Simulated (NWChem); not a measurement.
System: CH4BClO2; SMILES ClB(O)OC

NWChem printed, in part:

```
             Northwest Computational Chemistry Package (NWChem) 7.3.0
             --------------------------------------------------------

 C1  symmetry detected

                             Geometry "geometry" -> ""
                             -------------------------

 Output coordinates in angstroms (scale by  1.889725989 to convert to a.u.)

  No.       Tag          Charge          X              Y              Z
 ---- ---------------- ---------- -------------- -------------- --------------
    1 B                    5.0000     0.20463947     0.05703829    -0.00012758
    2 Cl                  17.0000    -0.34256670     1.75089338     0.00009104
    3 O                    8.0000     1.52809110    -0.23342641    -0.00005797
    4 H                    1.0000     2.08172481     0.55286865    -0.00028280
    5 O                    8.0000    -0.73663170    -0.89775373    -0.00049058
    6 C                    6.0000    -0.42404783    -2.27075886     0.00031247
    7 H                    1.0000    -0.85899927    -2.73960898     0.89629149
    8 H                    1.0000    -0.87161734    -2.74293922    -0.88759642
    9 H                    1.0000     0.66194019    -2.44670503    -0.00680841

 Effective nuclear repulsion energy (a.u.)     211.5626109881

                                 NWChem DFT Module
                                 -----------------

 Summary of "ao basis" -> "ao basis" (spherical)
 ------------------------------------------------------------------------------
       Tag                 Description            Shells   Functions and Types
 ---------------- ------------------------------  ------  ---------------------
 B                          def2-svp                 6       14   3s2p1d
 Cl                         def2-svp                 8       18   4s3p1d
 O                          def2-svp                 6       14   3s2p1d
 H                          def2-svp                 3        5   2s1p
 C                          def2-svp                 6       14   3s2p1d

            General Information
            -------------------
          SCF calculation type: DFT
          Wavefunction type:  closed shell.
          No. of atoms     :     9
          No. of electrons :    48
           Alpha electrons :    24
            Beta electrons :    24
          Charge           :     0
          Spin multiplicity:     1
          Use of symmetry is: off; symmetry adaption is: off
          Maximum number of iterations: 150
          AO basis - number of functions:    94
                     number of shells:    44
          Convergence on energy requested:  1.00D-06
          Convergence on density requested:  1.00D-05
          Convergence on gradient requested:  5.00D-04

              XC Information
              --------------
                         B3LYP Method XC Potential
                     Hartree-Fock (Exact) Exchange  0.200
                        Slater Exchange Functional  0.800 local
                    Becke 1988 Exchange Functional  0.720 non-local
              Lee-Yang-Parr Correlation Functional  0.810
                  VWN I RPA Correlation Functional  0.190 local

             Grid Information
             ----------------
          Grid used for XC integration:  medium
          Radial quadrature: Mura-Knowles
          Angular quadrature: Lebedev.
          Tag              B.-S. Rad. Rad. Pts. Rad. Cut. Ang. Pts.
          ---              ---------- --------- --------- ---------
          B                   0.85       49          10.0       434
          Cl                  1.00       88          12.0       590
          O                   0.60       49          10.0       434
          H                   0.35       45          11.0       434
          C                   0.70       49          10.0       434
          Grid pruning is: on
          Number of quadrature shells:   464
          Spatial weights used:  Erf1

      Superposition of Atomic Density Guess
      -------------------------------------

 Sum of atomic energies:        -672.83174817

      Non-variational initial energy
      ------------------------------

 Total energy =    -674.980500
 1-e energy   =   -1346.051750
 2-e energy   =     459.508639
 HOMO         =      -0.396382
 LUMO         =       0.089472

   convergence    iter        energy       DeltaE   RMS-Dens  Diis-err
 ---------------- ----- ----------------- --------- --------- ---------
 d= 0,ls=0.0,diis     1   -675.7720810289 -8.87D+02  1.22D-02  8.14D-01
 d= 0,ls=0.0,diis     2   -675.7653327359  6.75D-03  6.20D-03  1.05D+00
 d= 0,ls=0.0,diis     3   -675.8628708994 -9.75D-02  1.28D-03  3.92D-02
 d= 0,ls=0.0,diis     4   -675.8658808014 -3.01D-03  5.72D-04  4.32D-03
 d= 0,ls=0.0,diis     5   -675.8663958002 -5.15D-04  1.18D-04  1.85D-04
  Resetting Diis
 d= 0,ls=0.0,diis     6   -675.8664183904 -2.26D-05  2.53D-05  1.51D-05
 d= 0,ls=0.0,diis     7   -675.8664195992 -1.21D-06  2.06D-05  2.25D-06
 d= 0,ls=0.0,diis     8   -675.8664192089  3.90D-07  1.29D-05  6.53D-06
 d= 0,ls=0.0,diis     9   -675.8664198085 -6.00D-07  1.04D-06  1.23D-08

         Total DFT energy =     -675.866419808533
      One electron energy =    -1350.222441516491
           Coulomb energy =      519.325978320573
    Exchange-Corr. energy =      -56.532567600755
 Nuclear repulsion energy =      211.562610988140

 Numeric. integr. density =       48.000002109332

                       DFT Final Molecular Orbital Analysis
                       ------------------------------------

 Vector   22  Occ=2.000000D+00  E=-3.219665D-01
              MO Center=  2.1D-01,  4.2D-01,  4.8D-04, r^2= 3.5D+00
   Bfn.  Coefficient  Atom+Function         Bfn.  Coefficient  Atom+Function
  ----- ------------  ---------------      ----- ------------  ---------------
    27      0.430124  2 Cl pz                38     -0.380157  3 O  pz
    24      0.322296  2 Cl pz                41     -0.291150  3 O  pz
    57      0.242301  5 O  pz                21      0.187593  2 Cl pz
    60      0.181228  5 O  pz                71     -0.107048  6 C  pz
    80     -0.097551  7 H  s                 85      0.096779  8 H  s

 Vector   23  Occ=2.000000D+00  E=-3.084214D-01
              MO Center= -2.1D-01,  1.5D+00,  5.1D-05, r^2= 1.8D+00
   Bfn.  Coefficient  Atom+Function         Bfn.  Coefficient  Atom+Function
  ----- ------------  ---------------      ----- ------------  ---------------
    25      0.590752  2 Cl px                22      0.447885  2 Cl px
    19      0.259272  2 Cl px                26      0.160622  2 Cl py
    37     -0.160716  3 O  py                23      0.122893  2 Cl py
    40     -0.110138  3 O  py                36      0.081328  3 O  px
    20      0.070877  2 Cl py                54      0.069749  5 O  s

 Vector   24  Occ=2.000000D+00  E=-3.033231D-01
              MO Center= -5.2D-01, -1.4D-01,  1.3D-03, r^2= 3.7D+00
   Bfn.  Coefficient  Atom+Function         Bfn.  Coefficient  Atom+Function
  ----- ------------  ---------------      ----- ------------  ---------------
    57     -0.435148  5 O  pz                27      0.417675  2 Cl pz
    60     -0.322875  5 O  pz                24      0.305975  2 Cl pz
    21      0.177859  2 Cl pz                71      0.172706  6 C  pz
    80      0.172218  7 H  s                 85     -0.170630  8 H  s
    81      0.109963  7 H  s                 86     -0.108984  8 H  s

 Vector   25  Occ=0.000000D+00  E= 4.512472D-02
              MO Center=  1.5D+00,  2.9D-02,  6.4D-03, r^2= 5.3D+00
   Bfn.  Coefficient  Atom+Function         Bfn.  Coefficient  Atom+Function
  ----- ------------  ---------------      ----- ------------  ---------------
    48      1.050992  4 H  s                 68     -0.930831  6 C  s
    35     -0.784247  3 O  s                  3      0.639251  1 B  s
    91      0.455552  9 H  s                 81      0.425916  7 H  s
    86      0.421036  8 H  s                 54     -0.269135  5 O  s
    40     -0.232967  3 O  py                73      0.226553  6 C  py

[...]

                                NWChem TDDFT Module
                                -------------------

            General Information
            -------------------
           No. of orbitals :     188
            Alpha orbitals :      94
             Beta orbitals :      94
        Alpha frozen cores :       0
         Beta frozen cores :       0
     Alpha frozen virtuals :       0
      Beta frozen virtuals :       0
         Spin multiplicity :       1
    Number of AO functions :      94
        Use of symmetry is : off
      Symmetry adaption is : off
         Schwarz screening :  0.10D-07

              XC Information
              --------------
                  B3LYP Method XC Potential
              Hartree-Fock (Exact) Exchange   0.20
                 Slater Exchange Functional   0.80 local
             Becke 1988 Exchange Functional   0.72 non-local
       Lee-Yang-Parr Correlation Functional   0.81
           VWN I RPA Correlation Functional   0.19 local

             TDDFT Information
             -----------------
          Calculation type : TDDFT
         Wavefunction type : Restricted singlets
          No. of electrons :      48
           Alpha electrons :      24
            Beta electrons :      24
              No. of roots :       6
          Max subspacesize :    5200
            Max iterations :     100
               Target root :       1
           Target symmetry : none
      Symmetry restriction : off
                 Algorithm : Optimal
        Davidson threshold :  0.10D-03

    6 smallest eigenvalue differences (eV)
--------------------------------------------------------
  No. Spin  Occ  Vir  Irrep   E(Occ)    E(Vir)   E(Diff)
--------------------------------------------------------
    1    1   24   25 a        -0.303     0.045     9.482
    2    1   24   26 a        -0.303     0.048     9.556
    3    1   23   25 a        -0.308     0.045     9.620
    4    1   23   26 a        -0.308     0.048     9.694
    5    1   22   25 a        -0.322     0.045     9.989
    6    1   22   26 a        -0.322     0.048    10.063
--------------------------------------------------------

  Entering Davidson iterations
  Restricted singlet excited states

  Iter   NTrls   NConv    DeltaV     DeltaE      Time
  ----  ------  ------  ---------  ---------  ---------
    1      6       0     0.39E+00   0.10+100       10.4
    2     18       0     0.84E-01   0.35E-01       14.1
    3     30       0     0.80E-01   0.10E-01       14.2
    4     42       0     0.20E-01   0.98E-02       14.0
    5     54       0     0.52E-02   0.25E-03       14.0
    6     66       0     0.24E-02   0.14E-04       14.1
    7     78       1     0.92E-03   0.22E-05       14.5
    8     88       3     0.38E-03   0.32E-06       12.9
    9     94       5     0.15E-03   0.45E-07       11.2
   10     96       6     0.90E-04   0.60E-08        8.1
  ----  ------  ------  ---------  ---------  ---------
  Convergence criterion met

  Ground state a        -675.866419808533 a.u.

  ----------------------------------------------------------------------------
  Root   1 singlet a              0.306139319 a.u.                8.3305 eV
  ----------------------------------------------------------------------------
     Transition Moments    X -0.00033   Y -0.00013   Z  0.01389
     Dipole Oscillator Strength                    0.0000394026
     Electric Quadrupole                           0.0000000013
     Magnetic Dipole                               0.0000002918
     Total Oscillator Strength                     0.0000396956

     Occ.   23  a   ---  Virt.   26  a   -0.99681 X
     Occ.   24  a   ---  Virt.   25  a   -0.05080 X
  ----------------------------------------------------------------------------
  Root   2 singlet a              0.311719679 a.u.                8.4823 eV
  ----------------------------------------------------------------------------
     Transition Moments    X  0.00087   Y  0.00235   Z -0.23365
     Dipole Oscillator Strength                    0.0113467670
     Electric Quadrupole                           0.0000000626
     Magnetic Dipole                               0.0000002651
     Total Oscillator Strength                     0.0113470947

     Occ.   22  a   ---  Virt.   25  a   -0.13808 X
     Occ.   24  a   ---  Virt.   25  a    0.98002 X
     Occ.   24  a   ---  Virt.   27  a   -0.06090 X
     Occ.   24  a   ---  Virt.   28  a    0.08827 X
  ----------------------------------------------------------------------------
  Root   3 singlet a              0.315551883 a.u.                8.5866 eV
  ----------------------------------------------------------------------------
     Transition Moments    X  0.30408   Y  0.23003   Z -0.00043
     Dipole Oscillator Strength                    0.0305832743
     Electric Quadrupole                           0.0000000165
     Magnetic Dipole                               0.0000022529
     Total Oscillator Strength                     0.0305855437

     Occ.   20  a   ---  Virt.   25  a    0.05740 X
     Occ.   22  a   ---  Virt.   26  a   -0.22353 X
     Occ.   23  a   ---  Virt.   25  a   -0.91472 X
     Occ.   23  a   ---  Virt.   27  a   -0.10230 X
     Occ.   24  a   ---  Virt.   26  a   -0.30453 X
  ----------------------------------------------------------------------------
  Root   4 singlet a              0.323397194 a.u.                8.8001 eV
  ----------------------------------------------------------------------------
     Transition Moments    X -0.00044   Y  0.00102   Z  0.02381
     Dipole Oscillator Strength                    0.0001224996
     Electric Quadrupole                           0.0000001379
     Magnetic Dipole                               0.0000014443
     Total Oscillator Strength                     0.0001240818

     Occ.   19  a   ---  Virt.   25  a   -0.12008 X
     Occ.   22  a   ---  Virt.   25  a    0.96927 X
     Occ.   22  a   ---  Virt.   27  a    0.11642 X
     Occ.   24  a   ---  Virt.   25  a    0.14130 X
     Occ.   24  a   ---  Virt.   27  a    0.06615 X
  ----------------------------------------------------------------------------
  Root   5 singlet a              0.325820738 a.u.                8.8660 eV
  ----------------------------------------------------------------------------
     Transition Moments    X  0.07836   Y  0.98374   Z -0.00365
     Dipole Oscillator Strength                    0.2115431355
     Electric Quadrupole                           0.0000004986
     Magnetic Dipole                               0.0000001366
     Total Oscillator Strength                     0.2115437708

     Occ.   20  a   ---  Virt.   28  a    0.08439 X
     Occ.   21  a   ---  Virt.   28  a   -0.05856 X
     Occ.   23  a   ---  Virt.   25  a    0.31934 X
     Occ.   23  a   ---  Virt.   28  a    0.11317 X
     Occ.   23  a   ---  Virt.   33  a   -0.05448 X
     Occ.   24  a   ---  Virt.   26  a   -0.92062 X
  ----------------------------------------------------------------------------
  Root   6 singlet a              0.329535518 a.u.                8.9671 eV
  ----------------------------------------------------------------------------
     Transition Moments    X  0.00126   Y  0.00842   Z  0.12386
     Dipole Oscillator Strength                    0.0033860864
     Electric Quadrupole                           0.0000000274
     Magnetic Dipole                               0.0000013287
     Total Oscillator Strength                     0.0033874425

     Occ.   16  a   ---  Virt.   26  a    0.06752 X
     Occ.   21  a   ---  Virt.   26  a    0.99372 X
     Occ.   22  a   ---  Virt.   25  a    0.05275 X

              Target root =      1
          Target symmetry = none
      Ground state energy =   -675.866419808533
        Excitation energy =      0.306139319467
     Excited state energy =   -675.560280489066

  stored tddft:energy   -675.56028048906614
```

Level: B3LYP/def2-SVP, full TDDFT. Structure relaxed at the PBE0/def2-SVP level.

**Question.** Which NWChem input produces such a log?

**Answer.** This is not unique; one that fits is the input that was run:
```
start job
memory heap 200 mb stack 900 mb global 1100 mb
geometry units angstroms noautoz
  B      0.214148     0.067842    -0.000465
  Cl    -0.319899     1.765890     0.002079
  O      1.535306    -0.232883    -0.000483
  H      2.095024     0.549092     0.000576
  O     -0.734503    -0.879616    -0.002455
  C     -0.432582    -2.255005    -0.003570
  H     -0.871395    -2.721767     0.891616
  H     -0.883567    -2.722408    -0.892278
  H      0.652010    -2.439362    -0.010672
end
basis spherical
  * library def2-svp
end
dft
  xc b3lyp
  iterations 150
end
tddft
  nroots 6
  notriplet
end
task tddft energy
```
